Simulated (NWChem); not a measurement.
System meant: BAsH4; SMILES B[AsH2]

Here is an NWChem input.

```
start job
memory heap 200 mb stack 900 mb global 1100 mb
geometry units angstroms noautoz
  B      0.006921     1.661155     0.000000
  As     0.005689    -0.321521     0.000000
  H      0.961989    -0.598723    -1.140667
  H      0.961989    -0.598723     1.140667
  H     -0.076904     2.254665     1.047250
  H     -0.076904     2.254665    -1.047250
end
basis spherical
  * library def2-svp
end
dft
  xc b3lyp
  iterations 4
  mulliken
end
task dft energy
```

End of the output:

```
    Atom       Charge   Shell Charges
 -----------   ------   -------------------------------------------------------
    1 B    5     5.12   1.97  0.60  0.32  1.33  0.83  0.08
    2 As  33    32.77   2.00  2.00  1.95  0.94  0.48  5.99  5.81  1.70  1.76  7.81  2.04  0.29
    3 H    1     1.03   0.61  0.38  0.04
    4 H    1     1.03   0.61  0.38  0.04
    5 H    1     1.03   0.64  0.35  0.03
    6 H    1     1.03   0.64  0.35  0.03

 center of mass
 --------------
 x =  -0.04459607 y =   0.09573427 z =   0.00000000

 moments of inertia (a.u.)
 ------------------
         192.496484785874           0.000000000000           0.000000000000
           0.000000000000          23.605857189327           0.000000000000
           0.000000000000           0.000000000000         181.582763462113

     Multipole analysis of the density
     ---------------------------------

     L   x y z        total         alpha         beta         nuclear
     -   - - -        -----         -----         ----         -------
     0   0 0 0     -0.000000    -21.000000    -21.000000     42.000000

     1   1 0 0      0.185223      0.092612      0.092612      0.000000
     1   0 1 0      0.046362      0.023181      0.023181     -0.000000
     1   0 0 1      0.000000      0.000000      0.000000      0.000000

     2   2 0 0    -19.810970    -12.938985    -12.938985      6.067001
     2   1 1 0      0.529017     -1.048771     -1.048771      2.626559
     2   1 0 1      0.000000      0.000000      0.000000      0.000000
     2   0 2 0    -20.944791    -60.715310    -60.715310    100.485829
     2   0 1 1      0.000000      0.000000      0.000000      0.000000
     2   0 0 2    -19.520661    -18.323221    -18.323221     17.125780

 ------------------------------------------------------------------------
 dft energy failed                                                                                  0
 ------------------------------------------------------------------------
 ------------------------------------------------------------------------
  current input line :
    19: task dft energy
 ------------------------------------------------------------------------
 ------------------------------------------------------------------------
 This type of error is most commonly associated with calculations not reaching convergence criteria
 ------------------------------------------------------------------------
 For more information see the NWChem manual at https://nwchemgit.github.io

0:dft energy failed:Received an Error in Communication
```

### Question
Find the fault in this run and fix the input.

### Answer
The run did not converge; its last values are not results. Cause: the SCF was allowed too few iterations. This input runs:
```
start job
memory heap 200 mb stack 900 mb global 1100 mb
geometry units angstroms noautoz
  B      0.006921     1.661155     0.000000
  As     0.005689    -0.321521     0.000000
  H      0.961989    -0.598723    -1.140667
  H      0.961989    -0.598723     1.140667
  H     -0.076904     2.254665     1.047250
  H     -0.076904     2.254665    -1.047250
end
basis spherical
  * library def2-svp
end
dft
  xc b3lyp
  iterations 150
  mulliken
end
task dft energy
```
It converges to -2262.84537 Ha (B3LYP/def2-SVP).
